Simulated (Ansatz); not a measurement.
**Worked example: C3H5F + GaHF → C3H5 + GaHF2**

Gas-phase species: C3H5F (allyl fluoride) `C=CCF`, singlet; GaHF `[F][GaH]`, doublet; C3H5 `[CH2]C=C`, doublet; GaHF2 `[F][GaH][F]`, singlet. A radical takes F: the energy is the difference in strength between the C–F bond broken and the Ga–F bond made.

Shapes, held fixed at every level: PBE0-D4/def2-TZVP. Flexible molecules stand in one conformer, not always the lowest. Programs: Ansatz 0.2.0. Electronic energies: no zero-point or thermal term.

At B2PLYP/def2-TZVPP; 1 Eh = 2625.50 kJ/mol:

| species | energy (Eh) |
| --- | --- |
| C3H5F | -217.063102 |
| GaHF | -2024.921615 |
| C3H5 | -117.188320 |
| GaHF2 | -2124.846775 |

Problem. Work out ΔE of the reaction at this level.

Solution. 
1. Products less reactants: (-117.188320) + (-2124.846775) − [(-217.063102) + (-2024.921615)] = -0.050378 Eh = -132.3 kJ/mol.

Other levels give -162.9 (HF/def2-TZVPP) to -118.3 kJ/mol (PBE-D4/def2-TZVPP). No measured value is set beside it here. Spin contamination: C3H5 (⟨S²⟩ up to 0.95). Open shells run unrestricted. Relativity is left out for Ga. Outer-core shells of Ga are correlated, in sets that cover them unevenly.
